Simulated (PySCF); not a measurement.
Point-charge models of `CCCCC(N)=O` against its computed dipole.

Coordinates (PBE0-D3(BJ)/def2-SVP, Å) and charges (e) from the PBE0/pcSseg-1 density (PySCF):

```csv
atom,x,y,z,Mulliken,IAO,Hirshfeld,ESP-fitted
C1,-2.949,0.121,0.522,-0.2665,-0.4067,-0.1133,-0.4372
C2,-1.685,-0.356,-0.176,-0.2769,-0.2409,-0.0641,+0.1820
C3,-0.414,0.229,0.422,-0.2313,-0.2423,-0.0684,+0.1233
C4,0.848,-0.246,-0.272,-0.3017,-0.3080,-0.0750,-0.4735
C5,2.113,0.365,0.307,+0.4236,+0.4456,+0.1772,+0.9366
N6,3.271,-0.081,-0.253,-0.4163,-0.5157,-0.1794,-1.0667
O7,2.101,1.190,1.197,-0.4259,-0.4991,-0.2901,-0.6180
H8,-2.944,-0.158,1.588,+0.1122,+0.1340,+0.0386,+0.1001
H9,-3.853,-0.313,0.069,+0.1159,+0.1370,+0.0393,+0.1091
H10,-3.043,1.217,0.471,+0.1125,+0.1343,+0.0388,+0.1002
H11,-1.735,-0.099,-1.250,+0.1120,+0.1221,+0.0323,-0.0201
H12,-1.635,-1.459,-0.138,+0.1117,+0.1219,+0.0320,-0.0201
H13,-0.349,-0.021,1.494,+0.1287,+0.1376,+0.0360,+0.0045
H14,-0.448,1.330,0.387,+0.1318,+0.1403,+0.0359,+0.0070
H15,0.932,-1.347,-0.217,+0.1376,+0.1401,+0.0412,+0.1042
H16,0.813,-0.006,-1.350,+0.1407,+0.1424,+0.0422,+0.1037
H17,3.286,-0.762,-0.997,+0.1947,+0.2742,+0.1383,+0.4303
H18,4.144,0.300,0.085,+0.1973,+0.2834,+0.1385,+0.4346
```

Problem. Compute μ = Σ q r for each scheme (1 e·Å = 4.803 D) and compare with the dipole of the full density.

Solution. The full density gives (0.81, -2.40, -2.69) D, 3.70 D in size; dipole vectors point from the negative to the positive end.

| scheme | μx | μy | μz | size (D) | share of the full size (%) | angle to the full dipole (°) |
| --- | --- | --- | --- | --- | --- | --- |
| Mulliken | -0.81 | -2.04 | -2.16 | 3.08 | 83 | 28 |
| IAO | 0.57 | -2.65 | -2.95 | 4.01 | 108 | 4 |
| Hirshfeld | 0.80 | -1.67 | -1.88 | 2.63 | 71 | 5 |
| ESP-fitted | 0.78 | -2.43 | -2.71 | 3.72 | 101 | 1 |

Problem. Which set comes closest?

Solution. Length of the difference vector: ESP-fitted 0.05 D, IAO 0.43 D, Hirshfeld 1.10 D, Mulliken 1.74 D. Closest: ESP-fitted. 

Problem. What is left for the Hirshfeld atoms' own dipoles?

Solution. The shares of the density sum to the whole, so what Σ q r misses lies in dipoles about the nuclei. The atomic dipoles sum to (0.81, -2.40, -2.69) − (0.80, -1.67, -1.88) = (0.01, -0.73, -0.81) D, 1.10 D in size.

Problem. With the origin at the mean of the coordinates, (-0.086, -0.005, 0.105) Å, which are the largest single terms, by size, of the Hirshfeld dipole along the direction of the full one?

Solution. O7 +1.52, H17 +1.35, N6 -0.90, C1 +0.55, H18 +0.49 D; all 18 atoms together +2.62 D. The single terms depend on the origin, their sum doesn't.

Problem. Give the size of the full dipole in other units.

Solution. 3.70 D = 1.454 au = 0.770 e·Å = 12.33 × 10⁻³⁰ C·m.

One conformer (not necessarily the lowest) at the PBE0-D3(BJ)/def2-SVP geometry, without solvent, vibrations or thermal averaging.

The values belong to the conformer `[CH3:1][CH2:2][CH2:3][CH2:4][C:5]([NH2:6])=[O:7]`: C1–C2–C3–C4 180°, C2–C3–C4–C5 179°, C3–C4–C5–N6 177°, H–N6–C5–C4 0°, H–N6–C5–C4 179°.
